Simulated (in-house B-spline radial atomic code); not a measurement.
# Ionising F with different functionals

Computed with a B-spline radial code for spherical atoms: four-component Dirac-Coulomb Hamiltonian, Fermi nucleus of rms radius 2.8976 fm, spin-restricted, spherical fractional occupations for the functionals. The ionisation energy is the difference of two self-consistent energies, [He] 2s2 2p5 → [He] 2s2 2p4, without Breit or QED terms; ε is the level of the shell that loses the electron (mean over j). The electron is taken from both j subshells in proportion to 2j + 1, so the result is a j average, not the step between ground levels.

```tsv
method	rung	ΔSCF (eV)	-ε(2p) (eV)
LDA PW92	LDA	?	?
LDA VWN5	LDA	19.56	11.30
BP86	GGA	?	?
PBE	GGA	19.39	11.11
```

Problem. What does LDA PW92 give?

Solution. ΔSCF 19.56 eV, and -ε(2p) = 11.29 eV.

Problem. What does BP86 give?

Solution. ΔSCF 19.48 eV, and -ε(2p) = 11.20 eV.

Problem. How do they compare with the NIST value?

Solution. NIST lists 17.423 eV (measured, ground level to ground level). Errors run from +1.97 to +2.14 eV. The correlated functionals all miss on the same side by more than they spread, so the cause is common to them (Breit-QED terms, spin polarisation, the choice among j levels, multiplet and fine-structure energies, or a listed next ion that isn't the cheapest removal here) and closeness doesn't rank the functionals.
